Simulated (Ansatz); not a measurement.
Z-matrix (Å, degrees):
```
Si
C 1 1.820
S 1 2.125 2 54.5
H 1 1.479 2 120.4 3 -104.4
H 1 1.479 2 120.4 3 104.4
N 2 1.250 1 152.1 3 -180.0
H 6 1.021 2 113.5 1 180.0
```

Total charge 0; spin multiplicity 1.

**Question.** List the B3LYP/def2-TZVPP orbital energies in eV (the Gaussian-basis code of Ansatz). (Estimate.)

**Answer.** Ansatz gave: Occupied: -2418.12, -1800.11, -389.66, -278.97, -216.12, -160.64, -160.60, -160.51, -144.61, -99.97, -99.91, -99.88, -25.12, -21.29, -15.86, -14.47, -12.81, -11.11, -10.74, -9.69, -8.76, -7.26, -6.95. Lowest empty: -1.21, -1.11, -0.27, 0.62, 1.25, 1.71, 2.61, 3.08.

B3LYP here is the variant with VWN-RPA as its local correlation; programs differ in this.
